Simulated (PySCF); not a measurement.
Working out the ionisation energy of Pt²⁺

Pt²⁺ [Xe] 4f14 5d8 (3F) → Pt³⁺ [Xe] 4f14 5d7 (4F). Computed with PySCF 2.14 in aug-cc-pVDZ-PP with ECP60MDF (5s5p4d2f, 54 functions), with a scalar-relativistic core potential. Frozen: 5s2 5p6. Energies in hartree (1 hartree = 27.21139 eV):

| part | Pt²⁺ (lower) | Pt³⁺ (upper) |
| --- | --- | --- |
| UHF | -117.614113 | -116.541978 |
| CCSD correlation | -0.160040 | -0.113981 |
| (T) | -0.002768 | -0.001257 |

Question: What does Hartree-Fock give?

Answer: (-116.541978) − (-117.614113) = 1.072135 hartree = 29.174 eV.

Question: What do CCSD and CCSD(T) give?

Answer: The CCSD correlation energies differ by 0.046059 hartree = 1.253 eV and the triples by 0.001511 hartree = 0.041 eV, so CCSD gives 30.427 eV and CCSD(T) 30.468 eV.

Reference: 29 ± 1.6 eV (theoretical estimate listed by NIST; NIST Atomic Spectra Database, ionization energies), between the lowest levels; spin-orbit coupling is absent from the calculation.

A double-zeta basis recovers only part of the correlation energy.

What remains against the reference includes basis incompleteness, the frozen core and higher excitations.
